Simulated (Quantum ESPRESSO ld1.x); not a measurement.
The numbers below are computed, except where a source is named.
Task: Species: Cu XIV. Configuration: [Ne] 3s2 3p4. Level of theory: Dirac Kohn-Sham, relativistic LDA (MacDonald-Vosko exchange, VWN5 correlation), spin-unpolarised, spherical densities, point nucleus; open shells are shared between the two j in proportion to 2j + 1 (ld1.x of Quantum ESPRESSO 7.5). Some entries of the table are withheld. Estimate them.

orbital     occ.  eigenvalue (hartree)  r(max) (bohr)  <r^2> (bohr^2)
1s1/2          2                   (1)          0.034        0.003680
2s1/2          2              -54.2444          0.197         0.06470
2p1/2          2                   (2)          0.156         0.05059
2p3/2          4                   (3)          0.159         0.05208
3s1/2          2              -17.1130          0.572          0.4383
3p1/2    1.33333              -15.6035          0.558             (4)
3p3/2    2.66667              -15.4587          0.562             (5)
3d3/2          0              -13.0959          0.475          0.3844
3d5/2          0              -13.0699          0.475          0.3863
4s1/2          0                   (6)           1.23             (7)
4p1/2          0              -7.43876           1.25           1.826
4p3/2          0              -7.39130           1.26           1.849

Result: 
(1) 1s1/2 eigenvalue (hartree): -339.053
(2) 2p1/2 eigenvalue (hartree): -49.5598
(3) 2p3/2 eigenvalue (hartree): -48.8049
(4) 3p1/2 <r^2> (bohr^2): 0.4325
(5) 3p3/2 <r^2> (bohr^2): 0.4403
(6) 4s1/2 eigenvalue (hartree): -8.00939
(7) 4s1/2 <r^2> (bohr^2): 1.749
